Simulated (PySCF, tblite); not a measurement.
Compound: C₉H₁₅N.
SMILES with atom numbers: `[CH3:1]/[CH:2]=[C:3]1/[C@@H:4](/[CH:5]=[N:6]\[CH3:7])[C@H:8]1[CH2:9][CH3:10]` (hydrogens: H11, H12, H13 on C1; H14 on C2; H15 on C4; H16 on C5; H17, H18, H19 on C7; H20 on C8; H21, H22 on C9; H23, H24, H25 on C10)

Computed geometry: GFN2-xTB, gas phase.

List the bond lengths, angles and torsions at this level.

```csv
bond,length (Å)
C1–C2,1.496
C2=C3,1.310
C3–C4,1.477
C4–C5,1.473
C5=N6,1.259
N6–C7,1.432
C4–C8,1.541
C8–C9,1.514
C9–C10,1.525
C3–C8,1.458
"C1–H11, C1–H12, C1–H13",1.089
C2–H14,1.083
C4–H15,1.085
C5–H16,1.086
"C7–H17, C7–H18, C7–H19",1.093
C8–H20,1.087
C9–H21,1.091
C9–H22,1.093
"C10–H23, C10–H24, C10–H25",1.088
```

Bonds in one row agree within 0.01 Å and their mean is given. A selection of angles:
```csv
angle,degrees
C2–C1–H11,110.8
C2–C1–H12,110.0
H11–C1–H12,109.0
H12–C1–H13,107.8
C1–C2–C3,123.8
C1–C2–H14,116.1
C3–C2–H14,120.1
C2–C3–C4,147.0
C2–C3–C8,149.5
C4–C3–C8,63.3
C3–C4–C5,119.1
C3–C4–C8,57.7
C3–C4–H15,117.1
C5–C4–C8,120.4
C5–C4–H15,115.3
C8–C4–H15,115.1
C4–C5–N6,130.1
C4–C5–H16,115.1
N6–C5–H16,114.7
C5–N6–C7,124.1
N6–C7–H17,107.3
N6–C7–H18,115.3
H17–C7–H18,109.1
H17–C7–H19,107.7
C4–C8–C9,121.4
C4–C8–H20,114.2
C9–C8–H20,112.9
C3–C8–C4,59.0
C3–C8–C9,121.9
C3–C8–H20,117.3
C8–C9–C10,111.5
C8–C9–H21,110.0
C8–C9–H22,108.4
C10–C9–H21,109.8
C10–C9–H22,109.6
H21–C9–H22,107.5
C9–C10–H23,110.5
C9–C10–H24,110.2
H23–C10–H24,108.5
H23–C10–H25,108.5
```

Dihedral angles: C1–C2–C3–C4 -177° (antiperiplanar); C2–C3–C4–C5 66° (synclinal); C3–C4–C5–N6 -151° (antiperiplanar); C4–C5–N6–C7 0° (synperiplanar); C3–C4–C8–C9 -111° (anticlinal); C4–C8–C9–C10 -72° (synclinal); C2–C3–C8–C4 -175° (antiperiplanar).

The 8 C–C bonds span 1.310 Å (C2=C3, drawn double) to 1.541 Å (C4–C8, drawn single), a spread of 0.231 Å. The 3-membered ring C3–C4–C8 has internal angles of 57.7° to 63.3°. The C–N distances run from 1.259 Å (C5=N6, drawn double) to 1.432 Å (N6–C7, drawn single), a spread of 0.173 Å. Of the pairs four or more bonds apart, H15···H18 is among the closest relative to their van der Waals radii: 2.09 Å, 87 % of the sum of Bondi's values.

Point group: C1 (no symmetry element, even within 0.4 Å). GFN2-xTB frequencies show an imaginary mode (30i cm⁻¹), so the point is no minimum at that level.
